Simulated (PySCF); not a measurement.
# Fractional electron number in Hg (mercury, neutral)

The 6s beta orbital of [Xe] 4f14 5d10 6s2 is emptied in steps (occupation f), with all orbitals relaxed, ending at [Xe] 4f14 5d10 6s1. Computed with PySCF 2.14 in aug-cc-pVTZ-PP with ECP60MDF (6s6p5d3f2g, 88 functions), with a scalar-relativistic core potential. The exact energy is a straight line in f; departures are measured from the line between the end points of the same method.

| f | HSE06 (eV) |
| --- | --- |
| 1 | 0.000 |
| 0.9 | -0.271 |
| 0.7 | -0.636 |
| 0.5 | -0.759 |
| 0.3 | -0.638 |
| 0.1 | -0.274 |
| 0 | 0.000 |

Q: For HSE06, how does the orbital energy at f = 1 compare with the removal energy?

A: −ε = 7.179 eV against a total-energy difference of 10.192 eV. By Janak's theorem ε = ∂E/∂f, so the gap between them reflects the curvature. Along the path −ε is 7.773 (f = 0.9), 8.972 (f = 0.7), 10.183 (f = 0.5), 11.402 (f = 0.3), 12.627 (f = 0.1) eV.

Reference removal energy between the ground levels: 10.438 eV (measured; NIST Atomic Spectra Database, ionization energies).
